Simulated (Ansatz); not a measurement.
Harmonic frequencies (cm⁻¹) at PBE0-D4/def2-TZVP from Ansatz: 26, 95, 223, 262, 358, 458, 645, 699, 700, 734, 736, 821, 904, 926, 1382, 1782, 2161, 2246, 2253, 2847, 3463.

Each molecule was computed in one conformer, which needn't be the lowest.

Problem. Which molecule is it?
A. `C=C1[SiH2]C1=O`
B. `C#C[SiH2]C=O`
C. `O=C=C=C[SiH3]`
D. `C=C=C1O[SiH2]1`

Solution. B.
